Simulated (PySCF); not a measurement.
B3LYP has the VWN-RPA correlation part, as in Gaussian. Delta-SCF ions had no search for a lower state. Excitations are Tamm–Dancoff values on a coarser integration grid. The basis has no diffuse functions, so Rydberg states are missing or too high.

Z-matrix (Å, degrees):
```
B
F 1 1.3224
F 1 1.3235 2 118.21
S 1 1.8064 2 119.14 3 -179.99
H 4 1.3434 1 95.00 2 180.00
```
Charge 0, spin multiplicity 1.

Question: Predict the vertical ionisation energy (Delta-SCF), LUMO, HOMO, S1 excitation (TDA), S1–T1 gap (TDA), HOMO–LUMO gap, dipole moment and brightest of the four lowest singlets (TDA) from B3LYP-D3(BJ)/def2-TZVP (PySCF).

Answer: 
```yaml
vertical ionisation energy (Delta-SCF): 11.06 eV
LUMO: -0.16 eV
HOMO: -8.18 eV
S1 excitation (TDA): 6.65 eV
S1–T1 gap (TDA): 0.59 eV
HOMO–LUMO gap: 8.02 eV
dipole_moment: 1.32 D
brightest of the four lowest singlets (TDA): 7.45 eV
```
